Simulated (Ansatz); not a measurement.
Two isomers of C3H7FSn: A = `C=[C](F)[SnH2][CH3]`, B = `FC1[CH2][SnH2][CH2]1`.

Computed with Ansatz on PBE0-D4/def2-TZVP structures; ΔE is electronic, products minus reactants. CCSD(T)/CBS is the MP2 limit (def2-TZVPP, def2-QZVPP) plus CCSD(T) − MP2 in def2-TZVPP, frozen cores. DFT in def2-TZVPP. B3LYP here is the variant with VWN-RPA as its local correlation; programs differ in this. def2 core potentials past Kr. For Sn outer-core shells are correlated without core-valence functions, which leaves a few kJ/mol of doubt a bond. Each species was taken in one conformer, which may not be the lowest.

Which isomer does CCSD(T)/CBS put lower? Give the gap. (An estimate is asked.)

Ansatz gave: B, by 17.6 kJ/mol.

Give E(B) − E(A) in kJ/mol with ωB97M-V, PBE-D4, B3LYP, CCSD/def2-TZVPP, CCSD(T)/def2-TZVPP, PBE0-D4, MP2/def2-TZVPP. (Best estimate.)

Ansatz gave: ωB97M-V -14.1, PBE-D4 -16.7, B3LYP 2.7, CCSD/def2-TZVPP -13.4, CCSD(T)/def2-TZVPP -14.3, PBE0-D4 -24.7, MP2/def2-TZVPP -25.4. The order is the other way round with B3LYP.

Largest T1 diagnostic: 0.013.

From PBE to PBE0 (25 % exact exchange), in def2-TZVPP and without D4, E(B) − E(A) moves by −8.5 kJ/mol. In def2-TZVPP, CCSD(T) changes the Hartree–Fock value by −24.5 kJ/mol (the triples alone add −0.9 kJ/mol) and MP2 by −35.6 kJ/mol.
